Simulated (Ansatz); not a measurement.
(1) Predict a relaxed structure of the cluster Ag2Se, charge 0, singlet, at r2SCAN-D4/def2-TZVP (Ansatz).

Results:

(1) 
```csv
atom,x (Å),y (Å),z (Å)
Ag1,1.124,0.372,1.046
Ag2,0.056,-0.347,-1.541
Se3,-1.181,-0.026,0.495
```
Point group C2v (tolerance 0.1 Å). This is one stationary point.

In the def2 sets Ag takes a core potential; there is no spin–orbit coupling. The relaxation made no stability test and no search for a lower SCF solution. The structure comes from a short search, and lower isomers may exist.
